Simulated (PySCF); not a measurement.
**[NaI2]-, singlet: molecular constants**

Level of theory: PBE0/[Na def2-TZVPD, I def2-TZVPD with ECP28], scalar-relativistic core potentials, density fitting, no spin–orbit coupling, PySCF.

The structure is a minimum.

Coordinates in bohr (charge -1 multiplicity 1):
```
Na    0.0000    0.0000    0.0000
I     0.0000    0.0000    5.4203
I     0.0000    0.0000   -5.4203
```

| Quantity | Value |
| --- | --- |
| Point group | D∞h |
| Bond lengths | Na–I 2.868 Å (×2) |
| Bond angles | I–Na–I 180.0° |
| Enthalpy at 298.15 K above 0 K | 16.06 kJ/mol |
| Principal quadrupole moments (Buckingham, traceless) about the centre of mass | -57.15, 28.58, 28.58 D Å |
| Principal polarisabilities | 107.9, 107.9, 137.1 bohr³ |
| Heat capacity Cp at 298.15 K | 61.1 J/(mol K) |
| Rotational symmetry number | 2 |
| Dipole moment about the centre of mass | 0.00 D |
| Highest occupied level | -2.89 eV |
| Rotational constants | 0.008073 cm⁻¹ |
| Zero-point energy | 2.9 kJ/mol |
| Lowest empty level | 2.39 eV |
| Entropy at 298.15 K and 1 bar | 322.7 J/(mol K) |

Harmonic modes (masses in u: Na 22.990, I 126.904):
| symmetry | ω (cm⁻¹) | IR (km/mol, summed over degenerate members) | μ (u) |
| --- | --- | --- | --- |
| πu | 75 | 30.6 | 24.67 |
| σg+ | 80 | 0.0 | 126.90 |
| σu+ | 261 | 64.3 | 24.67 |

In D∞h the vibrations span πu + σg+ + σu+. The σg+ mode carries no infrared intensity, as symmetry demands. With a centre of inversion only u modes can be infrared active and only g modes Raman active.

Charges (e); Mulliken and Löwdin values are unreliable with diffuse functions:
| atom | Mulliken | Löwdin | polar tensor | Mayer order to Na1 |
| --- | --- | --- | --- | --- |
| Na1 | 0.31 | -0.11 | 0.69 | – |
| I2,3 | -0.65 | -0.45 | -0.85 | 0.55 |

Mulliken populations on Na1: s 4.37, p 6.20, d 0.12.

Counting electrons, sodium keeps none of its valence electrons outside its bonds, so the VSEPR class is AX2 and the expected shape is linear (D∞h), as computed.

This need not be the most stable arrangement of these atoms. The lowest empty level of this anion is unbound, so it and the gap depend on the basis.

The final relaxation and frequency run took about 80 core-seconds on a shared host.
